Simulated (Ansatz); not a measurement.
Al₂NH₇ClO₄, doublet: a relaxation.

Input (in.yaml):

```yaml
crystal:
  periodic: [false, false, false]
  atoms:
    - {symbol: Al, position_ang: [-1.348582, 0.063375, 0.481229]}
    - {symbol: O, position_ang: [-0.971380, -0.519671, -1.056208]}
    - {symbol: Al, position_ang: [-0.341070, 0.955307, -1.753092]}
    - {symbol: O, position_ang: [-0.826332, 1.722181, -0.026220]}
    - {symbol: O, position_ang: [1.407448, 0.778267, -1.732163]}
    - {symbol: Cl, position_ang: [-3.222500, -0.017445, 1.437058]}
    - {symbol: H, position_ang: [0.726367, -1.091660, 0.872786]}
    - {symbol: N, position_ang: [0.128036, -0.629867, 1.612088]}
    - {symbol: H, position_ang: [0.411409, -1.410999, -0.779850]}
    - {symbol: O, position_ang: [1.098595, -1.619797, -0.502306]}
    - {symbol: H, position_ang: [-1.206580, 2.572664, 0.149749]}
    - {symbol: H, position_ang: [1.964132, 1.288880, -2.320109]}
    - {symbol: H, position_ang: [0.624050, 0.127231, 2.095960]}
    - {symbol: H, position_ang: [-0.180705, -1.264360, 2.348071]}
    - {symbol: H, position_ang: [1.737113, -0.954006, -0.826993]}
basis:
  gaussian: {orbitals: def2-TZVP}
magnetization: {spin_polarized: true, initial_magnetization: 1}
hamiltonian: {xc: pbe0, dispersion: d4}
relax: {f_tol: 0.005, max_steps: 200}
```

Launched with

```bash
ansatz run in.yaml --threads 4 --pin off --events-out ev --progress --plain --max-ram 66560MiB --backend cuda --devices 0, --max-vram 37GiB
```

The run's output (Ansatz 0.2.0):

```
Functional definition: PBE0
  name "PBE0"
  cite "Adamo & Barone, J. Chem. Phys. 110, 6158 (1999) doi:10.1063/1.478522"
  cite "Perdew, Burke & Ernzerhof, Phys. Rev. Lett. 77, 3865 (1996) doi:10.1103/PhysRevLett.77.3865"
  parent pbe
  parameter a = 0.25
  parameter kappa = 0.804
  parameter beta = 0.06672455060314922
  exchange = (1 - a)*pbe_x(kappa = kappa, mu = beta*pi^2/3) + a*exact_x
  correlation = pbe_c(beta = beta)
1893 factors; their error is unknown
mean field evaluation 1: about -35477.9913 eV, gradient 8.3e1 eV
mean field evaluation 2: about -35422.8851 eV, gradient 1.4e2 eV
mean field evaluation 4: about -35500.0563 eV, gradient 1.0e1 eV
mean field evaluation 8: about -35500.3913 eV, gradient 2.9e-1 eV
mean field evaluation 16: about -35500.4653 eV, gradient 7.9e-4 eV
mean field -35500.46525045 eV, -1304.6180348745 hartree, gradient 1.1e-5 eV, S^2 0.750945; 0 other end points of the search recorded, 0 dependent functions left out
the calculation of the forces begins
reference -35500.46528871 eV, -1304.6180362805 hartree; 45, 44 occupied and 263, 264 virtual orbitals, 1893 factors
relax step   1: F+E_penalty+E_count = -35500.84897858 eV  Δ(F+E_penalty+E_count) = +0.000e0 eV  max|allowed force component| = 1.999e1 eV/Å  Δτ_max = 0.0000 Å  (36 SCF iters, accepted)
relax step   2: F+E_penalty+E_count = -35502.84512021 eV  Δ(F+E_penalty+E_count) = -1.996e0 eV  max|allowed force component| = 1.113e0 eV/Å  Δτ_max = 0.1945 Å  (39 SCF iters, accepted)
relax step   3: F+E_penalty+E_count = -35502.88522137 eV  Δ(F+E_penalty+E_count) = -4.010e-2 eV  max|allowed force component| = 3.811e-1 eV/Å  Δτ_max = 0.0880 Å  (34 SCF iters, accepted)
relax step   4: F+E_penalty+E_count = -35502.87203770 eV  Δ(F+E_penalty+E_count) = +1.318e-2 eV  max|allowed force component| = 6.690e-1 eV/Å  Δτ_max = 0.1441 Å  (36 SCF iters, rejected (line search))
relax step   5: F+E_penalty+E_count = -35502.90609470 eV  Δ(F+E_penalty+E_count) = -2.087e-2 eV  max|allowed force component| = 1.568e-1 eV/Å  Δτ_max = 0.0592 Å  (36 SCF iters, accepted)
relax step   6: F+E_penalty+E_count = -35502.91132052 eV  Δ(F+E_penalty+E_count) = -5.226e-3 eV  max|allowed force component| = 1.612e-1 eV/Å  Δτ_max = 0.0800 Å  (35 SCF iters, accepted)
relax step   7: F+E_penalty+E_count = -35502.91228485 eV  Δ(F+E_penalty+E_count) = -9.643e-4 eV  max|allowed force component| = 2.187e-1 eV/Å  Δτ_max = 0.1042 Å  (35 SCF iters, accepted)
relax step   8: F+E_penalty+E_count = -35502.91555374 eV  Δ(F+E_penalty+E_count) = -3.269e-3 eV  max|allowed force component| = 9.986e-2 eV/Å  Δτ_max = 0.0351 Å  (35 SCF iters, accepted)
relax step   9: F+E_penalty+E_count = -35502.91639690 eV  Δ(F+E_penalty+E_count) = -8.432e-4 eV  max|allowed force component| = 6.254e-2 eV/Å  Δτ_max = 0.0645 Å  (35 SCF iters, accepted)
relax step  10: F+E_penalty+E_count = -35502.91648017 eV  Δ(F+E_penalty+E_count) = -8.328e-5 eV  max|allowed force component| = 1.412e-1 eV/Å  Δτ_max = 0.0212 Å  (35 SCF iters, accepted)
relax step  11: F+E_penalty+E_count = -35502.91696698 eV  Δ(F+E_penalty+E_count) = -4.868e-4 eV  max|allowed force component| = 3.066e-2 eV/Å  Δτ_max = 0.0196 Å  (34 SCF iters, accepted)
relax step  12: F+E_penalty+E_count = -35502.91707352 eV  Δ(F+E_penalty+E_count) = -1.065e-4 eV  max|allowed force component| = 7.768e-3 eV/Å  Δτ_max = 0.0044 Å  (29 SCF iters, accepted)
relax step  13: F+E_penalty+E_count = -35502.91709860 eV  Δ(F+E_penalty+E_count) = -2.509e-5 eV  max|allowed force component| = 2.381e-3 eV/Å  Δτ_max = 0.0042 Å  (27 SCF iters, accepted)
Total energy: -35502.91713761 eV, -1304.7081400655 hartree
Atom 0 at    -1.412168     0.111611     0.470532 Å, force    -0.000771     0.002381     0.000231 eV/Å
Atom 1 at    -1.091531    -0.487346    -1.091756 Å, force    -0.000284     0.001048    -0.000711 eV/Å
Atom 2 at    -0.371913     0.967185    -1.770497 Å, force    -0.000422    -0.000230     0.001332 eV/Å
Atom 3 at    -0.742144     1.726717     0.017672 Å, force    -0.001802    -0.002155    -0.001346 eV/Å
Atom 4 at     1.365248     0.771274    -1.827756 Å, force     0.000539    -0.000804     0.001110 eV/Å
Atom 5 at    -3.189767     0.092356     1.601356 Å, force     0.000230    -0.000389     0.000061 eV/Å
Atom 6 at     0.696164    -1.027253     0.982751 Å, force     0.001060     0.001232     0.001681 eV/Å
Atom 7 at    -0.017978    -0.621898     1.642079 Å, force     0.000266    -0.002183    -0.001154 eV/Å
Atom 8 at     0.606935    -1.726935    -0.891656 Å, force     0.000170    -0.000071     0.000223 eV/Å
Atom 9 at     1.463819    -1.607665    -0.449462 Å, force    -0.000244    -0.000173    -0.000720 eV/Å
Atom 10 at    -1.080373     2.601820     0.205114 Å, force     0.001219    -0.000140     0.000069 eV/Å
Atom 11 at     1.888983     1.277135    -2.447394 Å, force     0.000081     0.000425    -0.001179 eV/Å
Atom 12 at     0.434283     0.088977     2.208333 Å, force     0.000415     0.000087     0.000105 eV/Å
Atom 13 at    -0.337017    -1.352277     2.270501 Å, force    -0.000686     0.000368     0.000068 eV/Å
Atom 14 at     1.787460    -0.813602    -0.919817 Å, force     0.000229     0.000604     0.000231 eV/Å
Dipole moment:     0.433144     0.388682     0.766644 e Å

[the SCF lines of later steps are left out]
```

The run took 42 s on 4 CPU threads of an AMD EPYC 7R13 and a share of one NVIDIA H100 (shared host), with 1.1 GiB of host memory at its peak.
